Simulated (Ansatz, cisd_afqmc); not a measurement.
System: P, charge 0, quartet.

Total energies in def2-TZVPPD, 5 correlated electrons, 5 frozen orbitals. UHF or UKS for unpaired electrons; spin-orbit terms are left out. Correlated methods leave the cores frozen. No relativity. AFQMC/CISD: phaseless, guided by CISD from CCSD amplitudes; bars are statistical, one sigma. Outlying blocks are dropped, and bars are widened where a walk drifts. Over all cases where full CI ran beside it in this data, AFQMC minus full CI had a median of +0.1 mEh and passed +0.4 mEh in a tenth of the cases. Full CI freezes restricted core orbitals and the other rows unrestricted ones, which leaves a small offset even where coupled cluster is exact.

| method | program | energy (Eh) | error against FCI (mEh) |
|---|---|---|---|
| HF | Ansatz | -340.71001 | 106.20 |
| MP2 | Ansatz | -340.79358 | 22.63 |
| CCSD | Ansatz | -340.81148 | 4.73 |
| CCSD(T) | Ansatz | -340.81542 | 0.79 |
| CCSDT(Q) | Ansatz | -340.81636 | -0.14 |
| CCSDTQ | Ansatz | -340.81638 | -0.17 |
| AFQMC/CISD | cisd_afqmc | -340.8162 ± 0.0001 | 0.0 ± 0.1 |
| FCI | Ansatz | -340.81621 | 0.00 |

Ansatz is a first-principles code.
